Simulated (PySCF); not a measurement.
Values are calculated unless marked as measured or tabulated.
## Si2PH4Cl2

The system: Si2PH4Cl2, a small molecule (built as: Si site whose three back bonds go to Cl, Cl, PHSiH3); neutral, doublet. The structure, one conformer, was relaxed in the gas phase by PBE0-D3(BJ)/def2-SVP. No frequency run checks that it is a minimum.

SMILES: [SiH3]P[Si](Cl)Cl

```xyz
9

Si    0.935   -1.617   -0.295
Cl    2.594   -0.456   -0.773
Cl    1.598   -3.306    0.710
P    -0.330   -0.353    1.088
Si   -0.477    1.454   -0.285
H    -1.564   -0.946    0.677
H     0.689    2.331    0.008
H    -0.499    1.099   -1.736
H    -1.747    2.151    0.076
```
Atoms count from 1 in this order.

EPR values by unrestricted B3LYP, IGLO-III on Cl P Si, pcH-1 on H.

Problem. Predict g and the largest hyperfine couplings. Where does the spin sit?

Solution. g = 2.0030, 2.0068, 2.0096. The spin sits on Si1 (64 %, bonded to 2 Cl + 1 P) by Mulliken populations.
| atom | isotope | isotropic (MHz) | dipolar, principal values (MHz) |
| --- | --- | --- | --- |
| Si1 | 29Si | -828.5 | -119.1, 57.5, 61.5 |
| P4 | 31P | -28.8 | -84.9, -76.7, 161.7 |
| Cl3 | 35Cl | 24.1 | -19.4, -18.7, 38.0 |
| Cl2 | 35Cl | 18.3 | -17.9, -16.8, 34.7 |
| H6 | 1H | 11.6 | -5.0, -0.1, 5.1 |
| H8 | 1H | 3.1 | -1.9, -1.3, 3.1 |

Problem. How do the isotropic couplings move with BHandHLYP?

Solution. Si1 -828.5 to -863.0 MHz, P4 -28.8 to -35.3 MHz, Cl3 24.1 to 26.3 MHz, Cl2 18.3 to 20.6 MHz.

The 2 runs behind this took 2.7 min in all, one thread each of Arm Neoverse V2 on a shared host, launched as `OMP_NUM_THREADS=1 python cluster_run.py task.json out`.
